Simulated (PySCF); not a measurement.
# Substituent chemical shifts

Parent skeleton `[O:1]=[CH:2][CH:3]=[C:4]([F:5])[SiH3:6]`; one hydrogen on atom 6 is replaced by X. Hydrogens on one atom are averaged.

Calculated, not measured (PySCF 2.14): GIAO PBE0/pcSseg-1 shieldings, geometry from GFN2-xTB. Single conformer, one averaged value for each set of equivalent atoms, isolated molecule, non-relativistic Hamiltonian.

References, each an isolated molecule treated in the same way: ¹⁷O (σ = 336.08 ppm) vs H2O; TMS for ¹³C (σ = 186.93 ppm) and ²⁹Si (σ = 349.16 ppm) and ¹H (σ = 31.72 ppm); CFCl3 for ¹⁹F (σ = 170.95 ppm).

Parent (X = H): O1 711.2, C2 189.8, C3 133.2, C4 192.6, F5 -90.5, Si6 -75.9, H(C2) 10.46, H(C3) 5.89, H(Si6) 4.32 ppm. Effects are Δδ = δ(X) − δ(H), positive for deshielding.

Known members:
```csv
X,O1,C2,C3,C4,F5,Si6,H(C2),H(C3),H(Si6)
COCH3,-144.8,+10.5,-7.2,+20.5,+42.3,-2.8,-1.01,+0.88,+0.48
iPr,-4.8,-0.2,+0.4,+1.6,+3.2,+40.8,+0.02,-0.11,+0.09
cPr,-5.7,+0.3,-2.0,+3.6,-0.7,+41.3,+0.03,-0.12,-0.05
OCHO,-130.3,+11.0,-5.4,+12.0,+24.0,+26.6,-0.76,+0.91,+0.94
CF3,+11.7,-0.7,+1.8,-6.7,-14.1,+17.2,+0.08,+0.38,+0.43
```

Four more derivatives gave (Δδ, ppm):
```
compound      O1    C2    C3     C4     F5    Si6  H(C2)  H(C3)  H(Si6)
       1    -4.4  +0.3  -1.9   +3.5   -3.8  +32.3  -0.01  -0.08   +0.07
       2    -3.9  +0.5  -2.2   +1.0  -17.3  +24.8  +0.07  +0.25   +0.89
       3  -119.2  +8.7  -8.5  +19.2  +46.7  +18.0  -0.72  +0.81   +0.33
       4    -9.2  +5.9  +3.3   +6.6  +26.2  +23.4  -0.49  +0.73   +0.36
```

**Question.** Their substituents are CH2F, CH2OCH3, OiPr, nPr. Which is which?

**Answer.** 1: X = nPr (CCC[SiH2]/C(F)=C/C=O); 2: X = OiPr (CC(C)O[SiH2]/C(F)=C/C=O); 3: X = CH2F (O=C/C=C(/F)[SiH2]CF); 4: X = CH2OCH3 (COC[SiH2]/C(F)=C\C=O).

Unscaled 19F shifts against computed CFCl3 carry errors that often reach 10 to 50 ppm. Unscaled 17O shifts of doubly bonded oxygen tend to come out too high, by tens of ppm or more. Experimental scales use liquid or dissolved standards, which lie at an offset from isolated H2O (liquid H2O: subtract about 36 ppm).
